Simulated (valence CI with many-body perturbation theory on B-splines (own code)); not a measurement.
**Ag42+: electric-dipole lines**

Calculated by configuration interaction combined with many-body perturbation theory (CI+MBPT): three valence electrons over a frozen Dirac-Fock core [He], radial functions for each j: 11 s, 11 p, 10 d, 8 f, 5 g, 2 h, with the one-electron correlation potential Σ1 (screened to all orders), the two-electron term Σ2, the three-electron term Σ3, Breit, model QED; selected single and double excitations, second order for the rest, scaled by the run's own slope (own B-spline code, finite nucleus).

No measured spectrum was set against this ion. As an estimate, large intervals hold to a few tenths of a per cent, small ones and those within an open d or f shell to about a per cent.

Lines 201 to 250 of 522 in falling wavelength, among levels below 44522 × 10³ cm⁻¹, chosen from the strongest by gf and those to the six lowest levels. Wavelengths and rates use the calculated energies. Electric multipoles are in the length gauge, E1 and E2 with the static RPA response of the core. Weak lines are less certain than strong ones. Lines between different terms over intervals too small for the method are left out, as are lines whose strength nearly cancels. The highest levels of a list are the least certain.

Levels are named by their leading jj configuration (3d3/2^4 stands for four electrons in 3d with j = 3/2), which in mixed levels can hold well under half, so a name can repeat and another be missing. Letters in brackets count levels of one name in rising energy.

```csv
λ vac (Å),Upper,Lower,A (s⁻¹),log gf,Branch %
9.825,(2s 2p1/2 4f7/2) J=5/2,(2s 2p1/2 3d3/2) J=3/2 [b],2.09e+12,-0.74,4.3
9.825,(2s 2p3/2 4f5/2) J=3/2,(2s 2p3/2 3d3/2) J=1/2 [a],1.44e+13,-0.08,29.4
9.823,(2s 2p3/2 4f5/2) J=5/2,(2s 2p3/2 3d3/2) J=3/2 [a],2.35e+13,0.31,47.8
9.822,(2s 2p3/2 4f7/2) J=9/2,(2s 2p3/2 3d5/2) J=9/2,2.79e+12,-0.39,5.9
9.821,(2s 2p3/2 4f7/2) J=11/2,(2s 2p3/2 3d5/2) J=9/2,4.84e+13,0.92,99.9
9.821,(2s 2p3/2 4f5/2) J=9/2,(2s 2p3/2 3d3/2) J=7/2,3.95e+13,0.76,81.1
9.817,(2s 2p3/2 4f5/2) J=1/2,(2s 2p3/2 3d3/2) J=1/2 [a],3.65e+13,0.02,74.1
9.814,(2s 2p3/2 4f5/2) J=3/2,(2s 2p3/2 3d3/2) J=3/2 [a],2.54e+13,0.17,51.7
9.807,(2s 2p3/2 4f5/2) J=7/2,(2s 2p3/2 3d3/2) J=5/2 [a],3.36e+13,0.59,68.5
9.807,(2p1/2^2 4f5/2) J=5/2,(2p1/2^2 3d3/2) J=3/2,3.09e+13,0.43,63.5
9.807,(2s 2p3/2 4f5/2) J=1/2,(2s 2p3/2 3d3/2) J=3/2 [a],9.58e+12,-0.56,19.4
9.803,(2s 2p3/2 4f5/2) J=5/2,(2s 2p3/2 3d3/2) J=5/2 [a],1.92e+13,0.22,39.0
9.800,(2s 2p1/2 4f7/2) J=7/2 [b],(2s 2p1/2 3d5/2) J=5/2 [a],4.75e+12,-0.26,9.9
9.800,(2s 2p3/2 4f7/2) J=7/2,(2s 2p3/2 3d3/2) J=7/2,2.26e+12,-0.58,4.7
9.800,(2s 2p3/2 4f7/2) J=9/2,(2s 2p3/2 3d3/2) J=7/2,9.85e+11,-0.85,2.1
9.794,(2s 2p3/2 4f5/2) J=3/2,(2s 2p3/2 3d3/2) J=5/2 [a],4.35e+12,-0.60,8.9
9.791,(2s^2 4f5/2) J=5/2,(2s^2 3d3/2) J=3/2,3.52e+13,0.48,71.5
9.773,(2s 2p1/2 4f5/2) J=5/2 [a],(2s 2p1/2 3d3/2) J=3/2 [a],3.98e+13,0.53,81.1
9.753,(2s 2p1/2 4f5/2) J=7/2,(2s 2p1/2 3d3/2) J=5/2,3.48e+13,0.60,71.2
9.748,(2s 2p1/2 4f5/2) J=5/2 [b],(2s 2p1/2 3d3/2) J=5/2,6.64e+12,-0.25,13.5
9.723,(2p1/2^2 4d3/2) J=3/2,(2p1/2^2 3p3/2) J=3/2,3.93e+12,-0.65,10.2
9.702,(2s 2p3/2 4d3/2) J=3/2,(2s 2p3/2 3p3/2) J=5/2 [a],2.16e+12,-0.91,2.0
9.697,(2s 2p3/2 4s) J=5/2,(2s 2p3/2 3p1/2) J=5/2,1.60e+12,-0.87,8.4
9.683,(2s 2p1/2 4d3/2) J=3/2 [a],(2s 2p1/2 3p3/2) J=3/2 [a],3.76e+12,-0.67,6.7
9.682,(2s 2p1/2 4d3/2) J=3/2 [b],(2s 2p1/2 3p3/2) J=3/2 [b],3.37e+12,-0.72,3.1
9.681,(2s 2p1/2 4d3/2) J=5/2,(2s 2p1/2 3p3/2) J=5/2,4.88e+12,-0.39,10.8
9.677,(2s 2p3/2 4s) J=5/2,(2s 2p3/2 3p1/2) J=3/2 [a],1.36e+12,-0.94,7.2
9.667,(2s^2 4d5/2) J=5/2,(2s 2p1/2 3s) J=3/2,9.74e+12,-0.09,9.4
9.649,(2p1/2^2 4d5/2) J=5/2,(2p1/2^2 3p3/2) J=3/2,2.31e+13,0.29,23.4
9.646,(2s 2p3/2 4d5/2) J=5/2,(2s 2p3/2 3p3/2) J=5/2 [a],8.71e+12,-0.14,9.1
9.641,(2s 2p3/2 4d5/2) J=3/2,(2s 2p3/2 3p3/2) J=1/2 [a],7.69e+12,-0.37,9.2
9.632,(2s 2p1/2 4f5/2) J=5/2 [b],(2s 2p1/2 3d3/2) J=3/2 [a],4.56e+12,-0.42,9.3
9.627,(2s 2p3/2 4d5/2) J=7/2,(2s 2p3/2 3p3/2) J=5/2 [a],1.82e+13,0.31,12.9
9.618,(2s 2p1/2 4d5/2) J=3/2,(2s 2p1/2 3p3/2) J=3/2 [b],4.14e+12,-0.64,4.2
9.618,(2s 2p1/2 4d5/2) J=5/2 [a],(2s 2p1/2 3p3/2) J=3/2 [a],2.28e+13,0.28,23.3
9.617,(2s 2p1/2 4d5/2) J=5/2 [b],(2s 2p1/2 3p3/2) J=3/2 [b],2.10e+13,0.24,20.5
9.614,(2s 2p1/2 4d5/2) J=7/2,(2s 2p1/2 3p3/2) J=5/2,2.39e+13,0.42,23.9
9.609,(2s 2p3/2 4d5/2) J=1/2,(2s 2p3/2 3p3/2) J=1/2 [a],1.62e+13,-0.35,15.2
9.605,(2s 2p3/2 4d3/2) J=1/2,(2s 2p3/2 3p3/2) J=3/2,4.55e+12,-0.90,4.4
9.593,(2s 2p1/2 4d5/2) J=5/2 [b],(2s 2p1/2 3p3/2) J=5/2,2.32e+12,-0.72,2.3
9.593,(2s 2p3/2 4d3/2) J=5/2,(2s 2p3/2 3p3/2) J=7/2,1.42e+12,-0.93,1.3
9.586,(2s 2p3/2 4d3/2) J=7/2,(2s 2p3/2 3p3/2) J=7/2,7.01e+12,-0.11,7.7
9.585,(2s^2 4d3/2) J=3/2,(2s^2 3p3/2) J=3/2,2.48e+12,-0.86,2.3
9.569,(2s 2p3/2 4d5/2) J=9/2,(2s 2p3/2 3p3/2) J=7/2,2.45e+13,0.53,99.7
9.567,(2s 2p1/2 4d5/2) J=3/2,(2s 2p1/2 3p3/2) J=1/2,1.72e+13,-0.02,17.5
9.554,(2s 2p3/2 4d5/2) J=5/2,(2s 2p3/2 3p3/2) J=3/2,1.26e+13,0.02,13.2
9.537,(2s 2p3/2 4d5/2) J=3/2,(2s 2p3/2 3p3/2) J=3/2,1.07e+13,-0.24,12.7
9.533,(2s^2 4d5/2) J=5/2,(2s^2 3p3/2) J=3/2,1.43e+13,0.07,13.8
9.511,(2s 2p3/2 4d5/2) J=7/2,(2s 2p3/2 3p3/2) J=7/2,1.75e+12,-0.72,1.2
9.340,(2s 2p1/2 4d3/2) J=3/2 [b],(2s 2p1/2 3p1/2) J=1/2 [b],1.04e+13,-0.26,9.7
```

(1) How does gf follow from A for the line at 9.609 Å?

Answers

(1) gf = 1.4992 × (2J+1)_upper × A / σ², with σ = 10406944 cm⁻¹ and 2J+1 = 2: gf = 0.447.
